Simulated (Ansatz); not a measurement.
**Interaction energy ladder**

The pair of Br⁻ (SMILES [Br-], atom 1) and H$_{2}$ (SMILES [H][H], atoms 2–3), both closed shells, in one local arrangement (a lower one may exist), relaxed at PBE0-D4/def2-TZVPD:

| atom | x (Å) | y (Å) | z (Å) |
| --- | --- | --- | --- |
| Br1 | 0.0049 | 0.0223 | -2.1386 |
| H2 | -0.0032 | -0.0142 | 1.4479 |
| H3 | -0.0018 | -0.0080 | 0.6907 |

Program: Ansatz 0.2.0. Basis: def2-TZVPPD, with def2-QZVPPD for the basis limit. Cores are frozen in the correlated methods. Filled d shells of the heavier atoms are correlated. The def2 sets are not built for correlating such inner shells, so the correlated values are less sure here. B3LYP uses VWN-RPA correlation. Extrapolation: Hartree–Fock as exp(−7.88 √X), correlation as X^−2.97. Interaction energies count from these two fragments, frozen as in the pair, with the counterpoise correction; negative means bound.

Problem. What is the interaction energy by CCSD(T) at an estimated basis limit (MP2 extrapolated from triple and quadruple zeta, plus CCSD(T) − MP2 in triple zeta)? (An estimate is asked for; the value comes from the calculation.)

Solution. Computed: -8.3 kJ/mol. Hartree–Fock alone gives -2.9 kJ/mol at the basis limit. It counts from the two fragments frozen as in the pair.

The same quantity by other methods in triple zeta, and each one's difference from that estimate:
| method | E_int (kJ/mol) | difference |
| --- | --- | --- |
| PBE-D4 | -11.3 | -3.1 |
| revPBE-D4 | -9.1 | -0.9 |
| BLYP-D4 | -8.5 | -0.3 |
| r2SCAN-D4 | -8.7 | -0.4 |
| B97M-V | -10.5 | -2.3 |
| PBE0-D4 | -10.4 | -2.1 |
| B3LYP-D4 | -8.9 | -0.6 |
| HSE06-D4 | -10.5 | -2.3 |
| wB97X-V | -8.7 | -0.5 |
| wB97M-V | -8.7 | -0.5 |
| B2PLYP | -6.9 | 1.3 |
| HF | -2.9 | 5.4 |
| MP2 | -7.0 | 1.2 |
| CCSD | -6.3 | 1.9 |
| CCSD(T) | -6.8 | 1.4 |
Differences are method less estimate.

Problem. Which atoms make the shortest contact between the fragments?

Solution. Br1 and H3, 2.83 Å apart.

Basis-set superposition shift (counterpoise-corrected less uncorrected): CCSD(T) 2.0; MP2 1.9; HF 0.2; PBE0-D4 0.2; wB97M-V 0.2 kJ/mol.

The T1 diagnostic stays at or below 0.006.

For scale, one of the runs: CCSD(T)/def2-TZVPPD, 91 basis functions, launched by `ansatz run in.yaml --threads 2 --pin off --events-out ev --progress --plain --max-ram 5222MiB`. Hardware: 2 CPU threads of an Intel Xeon Platinum 8488C, shared host. Wall time about 1.1 s.
